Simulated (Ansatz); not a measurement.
Born–Oppenheimer molecular dynamics of GaH8NSi (11 atoms, charge 0, multiplicity 1). It starts at the highest image of a converged band. Of that band: A structure lower than the last end lies on the path between it and the top, so the climb from that side starts below the end, which may itself be a saddle point or a shallow side well. Neighbouring images differ by up to 1.6 eV, so the band resolves the path poorly. A vibrational analysis at the climbing image gives one clearly imaginary mode, 1344i cm⁻¹: a first-order saddle point.

Computed with Ansatz, RKS PBE0-D4/def2-SVP.

| Item | Value |
| --- | --- |
| ensemble | NVE (velocity Verlet) |
| time step | 0.5 fs |
| steps asked | 200 |
| starting velocities drawn for | 300 K |
| seed | 4645 |

First frame:

```xyz
11
Properties=species:S:1:pos:R:3
Ga 0.297 0.243 0.233
N -0.146 -0.332 2.047
H -0.963 -0.915 2.213
H 0.599 -0.582 2.694
H 1.823 0.480 0.002
H -0.824 -0.057 -0.812
Si -0.470 2.752 1.084
H -1.901 3.154 1.272
H 0.391 3.610 1.960
H -0.112 3.096 -0.337
H -0.363 1.100 1.803
```

Q: How far do the bonds stretch over the last three quarters of this one trajectory? (Pairs bonded in most of those frames.)

A: 
```tsv
bond	mean (Å)	spread (Å)	shortest	longest
Ga1–H5	1.584	0.009	1.57	1.60
Ga1–H6	1.582	0.024	1.54	1.63
Ga1–Si7	2.413	0.126	2.25	2.64
N2–H3	1.023	0.032	0.95	1.10
N2–H4	1.023	0.031	0.96	1.08
N2–H11	1.044	0.081	0.91	1.18
Si7–H8	1.516	0.047	1.44	1.59
Si7–H9	1.530	0.080	1.40	1.65
Si7–H10	1.517	0.027	1.47	1.58
```

Mean temperature of the second half: 914 K. The conserved energy stayed within 0.63 meV per atom of its start (net change -0.096 meV per atom), so the integration is sound. The kinetic energy rose, since the run started high on the potential surface and went downhill. It ends in pieces (GaH5Si + H3N), so much of that is their flight and rotation, not heat. A run of 0.1 ps of so small a system gives no equilibrium averages. The orbitals stay closed-shell, which can raise the energy where a bond breaks towards radicals; this wasn't checked here.

The run took 8.9 min on 2 threads of Arm Neoverse V1, with other jobs on the host, peak memory 0.23 GiB.
